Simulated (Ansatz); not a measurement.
GaH2Br. Charge 0, multiplicity 3. Geometry PBE-D4/def2-TZVP, that of the neutral singlet; atoms count from 1.

Cartesian coordinates in Å:
```
Ga 0.0229 -0.2260 -0.0956
H 0.9192 -1.2082 0.7313
H -0.7504 -0.4595 -1.4371
Br -0.1917 1.8937 0.8014
```

At PBE0-D4/def2-TZVP a singlet of charge 0 lies 4.64 eV below the triplet at the same geometry.

**Question.** Estimate the Mulliken populations from the PBE0/def2-TZVP orbitals of Ansatz.

**Answer.** 
| atom | charge (e) | spin (α − β) |
| --- | --- | --- |
| Ga1 | -0.13 | 1.06 |
| H2 | 0.07 | 0.20 |
| H3 | 0.07 | 0.20 |
| Br4 | -0.01 | 0.54 |
Mulliken values and Mayer orders depend strongly on the basis.

**Question.** Where does the spin sit?

**Answer.** Summed by element: Ga 1.06, H 0.40, Br 0.54, of 2 unpaired in all. Largest on single atoms: Ga1 1.06, Br4 0.54, H2 0.20.

**Question.** And the Mayer bond orders between bonded heavy atoms (over 0.3)?

**Answer.** Ga1–Br4 0.93 (2.31 Å).
